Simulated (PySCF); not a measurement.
GeF4.
Numbering: `[F:1][Ge:2]([F:3])([F:4])[F:5]`

Jobs on this species (5 atoms, 68 electrons) with PySCF (density fitting). Hardware of each: one thread, Arm Neoverse N1 (aarch64), no GPU, shared host. Other jobs ran on the host; a repeat could differ by tens of per cent or more. Peak memory is the resident size of the whole Python process, interpreter and libraries included.

```csv
level and settings,work,basis functions,SCF cycles,wall time,peak memory
"delta-SCF UKS CAM-B3LYP, pcX-2 on the ionised atom, pcseg-1 elsewhere, spin-free X2C","ΔSCF core ionisation, 1 hole",114,?,?,?
"delta-SCF UKS TPSS, pcX-2 on the ionised atom, pcseg-1 elsewhere, spin-free X2C","ΔSCF core ionisation, 1 hole",114,?,?,?
"delta-SCF UKS SCAN, pcX-2 on the ionised atom, pcseg-1 elsewhere, spin-free X2C","ΔSCF core ionisation, 1 hole",114,17,4.3 s,0.37 GiB
"PBE0-D3(BJ)/def2-SVP, grid level 1",geometry optimisation from a GFN2-xTB start shaken at random,88,34,22 s,0.36 GiB
"delta-SCF UKS HF, pcX-2 on the ionised atom, pcseg-1 elsewhere, spin-free X2C","ΔSCF core ionisation, 1 hole",114,15,3.9 s,0.38 GiB
"delta-SCF UKS PBE, pcX-2 on the ionised atom, pcseg-1 elsewhere, spin-free X2C","ΔSCF core ionisation, 1 hole",114,16,3.0 s,0.38 GiB
"delta-SCF UKS SCAN, def2-TZVP on the ionised atom, pcseg-1 elsewhere, spin-free X2C","ΔSCF core ionisation, 1 hole",100,16,3.9 s,0.40 GiB
"delta-SCF UKS SCAN, pcX-1 on the ionised atom, pcseg-1 elsewhere, spin-free X2C","ΔSCF core ionisation, 1 hole",93,16,3.4 s,0.40 GiB
"delta-SCF UKS PBE0, pcX-2 on the ionised atom, pcseg-1 elsewhere, spin-free X2C","ΔSCF core ionisation, 1 hole",114,16,6.3 s,0.38 GiB
```

Q: Fill in the missing figures.

A: 
- delta-SCF UKS CAM-B3LYP, pcX-2 on the ionised atom, pcseg-1 elsewhere, spin-free X2C; ΔSCF core ionisation, 1 hole: 7.3 s, 0.40 GiB, 14 SCF cycles
- delta-SCF UKS TPSS, pcX-2 on the ionised atom, pcseg-1 elsewhere, spin-free X2C; ΔSCF core ionisation, 1 hole: 4.4 s, 0.38 GiB, 16 SCF cycles

Q: What do all jobs in the table cost together?

A: About 58 s; the longest takes about 38 % of that, and about 7.3 times as long as the shortest.
